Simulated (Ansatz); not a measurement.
Input for Ansatz (a first-principles code): R-PBE0/def2-TZVPPD on AsH7Si (a complex), monomers drawn apart or pushed together. Files ending in .json are basis or fitting sets from the Basis Set Exchange.

Ansatz 0.2 input:
```yaml
crystal:
  periodic: [false, false, false]
  atoms:
    - {symbol: Si, position_ang: [0.00474387, -0.08228078, 0.19729922]}
    - {symbol: H, position_ang: [0.31397630, -0.62958426, -1.14309886]}
    - {symbol: H, position_ang: [-1.42185911, 0.30733567, 0.25608056]}
    - {symbol: H, position_ang: [0.85178177, 1.10246107, 0.45833281]}
    - {symbol: H, position_ang: [0.27391406, -1.11349795, 1.22468440]}
    - {symbol: As, position_ang: [0.10572598, 0.39537318, 3.84711832]}
    - {symbol: H, position_ang: [-0.63238958, 0.98589964, 5.04481692]}
    - {symbol: H, position_ang: [-0.72931876, -0.87931561, 3.89012476]}
    - {symbol: H, position_ang: [-0.85650210, 1.05363071, 2.86357875]}
basis:
  gaussian:
    orbitals: def2-TZVPPD.json
hamiltonian:
  xc: {name: PBE0}
scf: {lower_state_search: off}
```

Program output:

```
Functional definition: PBE0
[...]
these checks for a lower state are left out or cut short: stability, starts, cluster_reference, orbital_swaps, neighbouring_geometries, increment
integrals: 0.14 GiB planned
1172 factors; their error is unknown
mean field: 1.18 GiB planned
mean field evaluation 1: about -68820.7595 eV, gradient 1.4e1 eV
mean field evaluation 2: about -68821.1083 eV, gradient 7.7e0 eV
mean field evaluation 4: about -68821.2028 eV, gradient 4.6e-1 eV
mean field evaluation 8: about -68821.4575 eV, gradient 4.7e-1 eV
mean field evaluation 16: about -68821.4577 eV, gradient 2.3e-6 eV
mean field -68821.45765027 eV, -2529.1419197880 hartree, gradient 2.3e-6 eV, S^2 0.000000; 0 other end points of the search recorded, 0 dependent functions left out
reference -68821.45768458 eV, -2529.1419210489 hartree; 27, 27 occupied and 194, 194 virtual orbitals, 1172 factors
Total energy: -68821.45768458 eV, -2529.1419210489 hartree
Checks for a lower state left out: stability, starts, cluster_reference, orbital_swaps, neighbouring_geometries, increment
```

The calculation finished and met its thresholds.

Cost: very roughly 2.8 core-seconds.
